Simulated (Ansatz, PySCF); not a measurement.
Noncovalent pair: SiH4 (SMILES [SiH4]) (first 5 atoms) with Si2H6 (SMILES [SiH3][SiH3]); geometry from B3LYP-D3(BJ)/def2-TZVP, rigid monomers moved along the line of their centres of mass till Si1···H11 is 3.58 Å.
(charge 0, multiplicity 1):
```xyz
13

Si    -0.096     0.111    -0.159
H     -0.208    -1.148     0.611
H     -1.448     0.594    -0.516
H      0.686    -0.135    -1.392
H      0.592     1.129     0.665
Si     0.924    -0.905     4.279
Si    -0.763     0.724     4.257
H      0.336    -2.254     4.097
H      1.633    -0.868     5.581
H      1.909    -0.665     3.199
H     -1.608     0.599     3.045
H     -0.170     2.083     4.281
H     -1.632     0.564     5.448
```

Interaction energies are E(AB) − E(A) − E(B) at the monomers' geometry in the complex; basis-set methods are counterpoise corrected. Rows marked so take none.

Correlated levels freeze the cores. Rows in 6-31G* carry no dispersion term and start afresh at each structure (6-31G* with six Cartesian d functions). MP2/6-31G* freezes PySCF's default core.

Run with Ansatz (a quantum-chemistry and plane-wave program); PySCF for 6-31G* rows, the dispersion terms. Each number belongs to the level named beside it.

```csv
level,interaction energy (kJ/mol)
PBE/def2-TZVPPD,-1.5
PBE-D3(BJ)/def2-TZVPPD,-6.7
r2SCAN/def2-TZVPPD,-2.5
B3LYP/6-31G* (no counterpoise),0.5
B3LYP/def2-TZVPPD,1.8
PBE0-D4/def2-TZVPPD,-6.4
wB97M-V/def2-TZVPPD,-5.1
MP2/6-31G*,-0.8
MP2/aug-cc-pV(D+d)Z,…
```

Task: Complete the blanks.

Result: 
- MP2/aug-cc-pV(D+d)Z, interaction energy (kJ/mol): -4.3
